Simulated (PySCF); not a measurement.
Cu¹⁷⁺ (copper, charge +17): Hartree-Fock from Schrödinger to Dirac-Coulomb-Breit

Occupied: 1s1/2, 2s1/2, 2p1/2, 2p3/2, 3s1/2. Hartree-Fock calculated with PySCF 2.14 in an even-tempered Gaussian basis (18 s from 0.72 bohr⁻², ratio 2.7; 13 p from 0.86 bohr⁻², ratio 2.7), Gaussian nucleus throughout. NR is non-relativistic, sf-X2C the spin-free one-electron X2C Hamiltonian, X2C adds the bare one-electron spin-orbit term, X2C-SNSO screens it by Boettger's factors, DC is four-component Dirac-Coulomb, and the Gaunt and Breit terms are added at first order (total energies over the DC spinors, levels after relaxing the spinors in that mean field). QED terms are absent. Levels marked empty are virtual spinors of this ion; the basis has s and p functions only, so 3d, which can lie below the n = 4 levels, is absent.

```csv
Hamiltonian,E (hartree),E − E(DC) (hartree),CPU seconds
NR,-1490.5212,14.3647,0.36
sf-X2C,-1504.6102,0.2757,0.19
X2C,-1504.6541,0.2318,0.26
X2C-SNSO,-1504.6482,0.2377,0.32
DC,-1504.8859,0.0000,13
DC+Gaunt,-1504.1890,0.6969,29
DC+Breit,-1504.2475,0.6384,91
```

```
   level (eV)       NR   sf-X2C      X2C  X2C-SNSO       DC  DC+Gaunt  DC+Breit
        1s1/2  -9591.3  -9693.1  -9693.0   -9693.0  -9697.5   -9686.2   -9686.8
        2s1/2  -1727.0  -1751.0  -1751.0   -1751.0  -1751.4   -1750.5   -1750.6
        2p1/2  -1588.2  -1593.9  -1609.4   -1608.3  -1608.4   -1606.8   -1607.0
        2p3/2  -1588.2  -1593.9  -1586.3   -1586.8  -1587.1   -1586.0   -1586.2
        3s1/2  -622.24  -628.38  -628.38   -628.38  -628.46   -628.26   -628.28
3p1/2 (empty)  -550.09  -551.97  -555.10   -554.88  -554.89   -554.56   -554.61
3p3/2 (empty)  -550.09  -551.97  -550.45   -550.56  -550.61   -550.38   -550.43
4s1/2 (empty)  -300.79  -302.98  -302.98   -302.98  -303.00   -302.93   -302.94
```

| interval (eV) | X2C | X2C-SNSO | DC | DC+Gaunt | DC+Breit |
| --- | --- | --- | --- | --- | --- |
| 2p3/2 − 2p1/2 | 23.13 | 21.51 | 21.31 | 20.82 | 20.82 |
| 3p3/2 − 3p1/2 | 4.646 | 4.322 | 4.286 | 4.181 | 4.181 |

Weight of the small component: 1s1/2 0.0110, 2s1/2 0.00215, 2p1/2 0.00210, 2p3/2 0.00207, 3s1/2 0.000687, 3p1/2 0.000645, 3p3/2 0.000639, 4s1/2 0.000299.

Koopmans' value for the highest occupied level at DC+Breit: 628.28 eV, against an ionisation energy of 632.5 ± 0.6 eV (semi-empirical (NIST evaluation); NIST Atomic Spectra Database, ionization energies); the former lacks relaxation, correlation, QED and recoil.

The whole ladder took 140 s of wall time on 1 thread of Intel(R) Xeon(R) Platinum 8259CL CPU @ 2.50GHz (shared host), launched as `OMP_NUM_THREADS=1 python relrun2.py TASK.json OUT` (a driver that calls PySCF for each Hamiltonian).
